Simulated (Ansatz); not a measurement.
Harmonic frequencies (cm⁻¹) at PBE0-D4/def2-TZVP from Ansatz: 60, 130, 154, 206, 315, 494, 537, 651, 680, 748, 834, 943, 968, 989, 1055, 1120, 1132, 1220, 1261, 1280, 1452, 1473, 1954, 1960, 2566, 2645, 3053, 3081, 3102, 3138.

Each molecule was computed in one conformer, which needn't be the lowest.

Problem. Which molecule is it?
A. `[SiH3]C1=C[SiH2]1`
B. `C=C=C([SiH3])[SiH3]`
C. `BC[CH2][SbH2]`
D. `[SiH3][CH](Cl)[In]([TeH])[I]`

Solution. C.
